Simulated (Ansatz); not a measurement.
The cluster ZnTe2⁻, relaxed as a doublet with UKS r2SCAN-D4/def2-TZVPD in Ansatz, starting from the GFN1-xTB geometry. Force threshold 0.02 eV/Å.

In the def2 sets Te takes a core potential; there is no spin–orbit coupling. Another isomer (doublet) lies 1.06 eV lower at PBE0-D4/def2-TZVPD; other spin states weren't run for this one.

Start:

```xyz
3

Zn   -1.108   -1.556    0.021
Te   -0.534    1.551    0.059
Te    1.642    0.004   -0.079
```

| step | energy (eV) | largest force component (eV/Å) | SCF passes |
| --- | --- | --- | --- |
| 1 | -63014.9009 | 0.224 | 24 |
| 2 | -63014.9049 | 0.266 | 23 |
| 3 | -63014.9104 | 0.042 | 25 |
| 4 | -63014.9115 | 0.011 | 25 |

Force components are those of the run's own axes.

End:

Cartesian coordinates in Å:
```
Zn -1.1467 -1.6113 0.0213
Te -0.5066 1.5742 0.0580
Te 1.6533 0.0371 -0.0792
```

By distances, no bond broke or formed. The bond that changes most is Zn1–Te2, from 3.16 to 3.25 Å (atoms count from 1).

No frequencies were taken in this run, so the end may be a saddle point.

It took 22 s on 4 threads of AMD EPYC 7R43 on a shared host.
